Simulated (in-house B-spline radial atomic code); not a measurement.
Settings and results of a run for As⁶⁺. Level of theory: non-relativistic B97-1, spin-polarised, spherical fractional occupations, exact exchange averaged over the configuration, point nucleus; calculated with a radial B-spline atomic code at the basis-set limit.

Command:
```bash
python run_scf.py task.json out
```
Settings:
```
Z                33
configuration    [Ar] 3d9
hamiltonian      nr
method           b97_1
spin_polarised   True
exact_exchange   averaged over the configuration
```

Output (hartree, bohr):
```
 radial grid: 45 intervals, B-splines of order 8, outer radius 10.2985 bohr

 iter        energy (Eh)    residual
    1       -2201.479201    1.07e+00
    2       -2214.031329    9.06e-01
    3       -2224.541171    1.88e-01
    4       -2225.087284    3.55e-02
    5       -2225.095165    1.94e-02
    6       -2225.100899    2.74e-03
    7       -2225.101029    5.38e-05
    8       -2225.101029    2.48e-06
    9       -2225.101029    6.19e-08

 total energy                     -2225.10103
 kinetic                            2223.7261
 electron-nucleus                  -5224.6310
 Hartree                             855.7548
 exact exchange                      -16.4030
 exchange-correlation                -63.5479

 orbital      occ     eigenvalue          <r>       <r^2>       <1/r>     <1/r^2>     <1/r^3>       r_max
 1s up      1.000      -429.5695    0.0463777  0.00288102     32.5017     2123.75           -     0.03062
 1s down    1.000      -429.5692    0.0463775  0.00288099     32.5018     2123.76           -     0.03062
 2s up      1.000       -57.5805     0.206575   0.0502482      7.1667     209.737           -      0.1736
 2s down    1.000       -57.5379     0.206475   0.0501965     7.17046     209.942           -      0.1736
 2p up      3.000       -51.8431     0.178841   0.0391058     7.13401      69.417      1039.4      0.1379
 2p down    3.000       -51.8091     0.178726   0.0390502     7.13751      69.475     1040.49      0.1378
 3s up      1.000       -10.6057     0.601349    0.415289     2.35725     34.1283           -      0.5287
 3s down    1.000       -10.5380     0.602123    0.416408     2.35301      33.981           -      0.5289
 3p up      3.000        -8.6507      0.60991     0.43463     2.24683     10.9503     147.728      0.5219
 3p down    3.000        -8.5763     0.611147    0.436492      2.2413     10.8925     146.787      0.5223
 3d up      5.000        -5.2123     0.629346    0.485575     2.00236     5.22094      18.508       0.467
 3d down    4.000        -5.1517     0.632459    0.490965     1.99513     5.19008     18.3769      0.4681
```

Run time, properties included: 0.34 s on 1 thread of AMD EPYC 7R13 Processor, with other jobs on the host.
